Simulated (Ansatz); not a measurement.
Results of the Gaussian-basis code of Ansatz.

A structure relaxed at PBE0-D4/def2-TZVP, charge 0, multiplicity 1:

```xyz
13

C     1.846    0.428   -0.369
O     0.510    0.898   -0.153
Al   -0.952   -0.309    0.285
O    -0.371   -1.775   -0.395
O    -1.978    0.686   -0.686
O    -1.099   -0.345    1.988
H     2.481    1.265   -0.659
H     1.856   -0.360   -1.122
H     2.188    0.024    0.582
H     0.160    1.364   -0.925
H    -0.325   -2.559    0.149
H    -2.738    0.350   -1.153
H    -1.578    0.334    2.458
```

(1) Give its formula and SMILES.

(2) Point group (tolerance 0.08 Å, 0.16 Å for H)?

(3) Summarise the bond lengths by kind.

Answers

(1) CH7AlO4, `C[OH+][Al-]([OH])([OH])[OH]`.

(2) C1.

(3) 1 × C–O 1.433 Å; 3 × C–H 1.088 to 1.090 Å; 4 × Al–O 1.710 to 1.945 Å; 4 × H–O 0.954 to 0.967 Å.
